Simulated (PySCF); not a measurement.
## Steps of a relaxation of [Tm(SH)2]+

[Tm(SH)2]+ (singlet in the valence; each metal's 4f electrons, 12 of them, lie in its core potential, out of spins and levels). PySCF 2.14.0, RKS PBE0, Tm lcecp-1-SVP with ECP58, S def2-SVP, H def2-SVP; non-relativistic Hamiltonian with scalar-relativistic core potentials where named; density fitting; no spin-orbit coupling. Origin of the start: template. Columns: position (Å) and force (eV/Å). Energies are counted from the last step; some of the 12 steps are shown. Forces carry noise of the integration grid, about 0.01 to 0.03 eV/Å.

Run from Python with OMP_NUM_THREADS=2. Where DIIS fails, smearing, a level shift and second-order steps follow.
It took 26 s on 2 threads of Arm Neoverse V1, on a shared host, from the converged density of the start.

```xyz
5
step 0  E = 0.694 eV
Tm    0.0000    0.0000   -0.2975     0.00    0.00    0.98
S     2.4366    0.0000    0.7930    -1.87    0.14   -0.06
H     3.2508   -0.3365   -0.2184     0.06   -0.11   -0.43
S    -2.4366    0.0000    0.7930     1.87   -0.14   -0.06
H    -3.2508    0.3365   -0.2184    -0.06    0.11   -0.43
```

```xyz
5
step 4  E = 0.019 eV
Tm    0.0000    0.0000   -0.6432     0.00    0.00    0.31
S     1.9672   -0.0540    0.8587    -0.36    0.02   -0.08
H     2.8906   -0.2589   -0.1114     0.06   -0.01   -0.07
S    -1.9672    0.0540    0.8587     0.36   -0.02   -0.08
H    -2.8906    0.2589   -0.1114    -0.06    0.01   -0.07
```

```xyz
5
step 7  E = 0.001 eV
Tm    0.0000    0.0000   -0.7105     0.00    0.00    0.02
S     1.8662   -0.0723    0.8672     0.02   -0.01   -0.05
H     2.8229   -0.2385   -0.0862    -0.01    0.01    0.04
S    -1.8662    0.0723    0.8672    -0.02    0.01   -0.05
H    -2.8229    0.2385   -0.0862     0.01   -0.01    0.04
```

Problem. Where does the relaxation end?

Solution. It converges at step 11 in C2, nearly C2v:
```xyz
5
step 11  E = 0
Tm    0.0000    0.0000   -0.7242
S     1.8642   -0.0736    0.8562
H     2.8465   -0.2396   -0.0683
S    -1.8642    0.0736    0.8562
H    -2.8465    0.2396   -0.0683
```

Problem. How did the contacts change?

Solution. 
```json
{"contact": "Tm1–S2 (SH)", "start (Å)": "2.669", "end (Å)": "2.445"}
{"contact": "Tm1–S4 (SH)", "start (Å)": "2.669", "end (Å)": "2.445"}
```


An lcecp potential fixes the number of 4f electrons, so in runs with it no electron can move into or out of that shell.
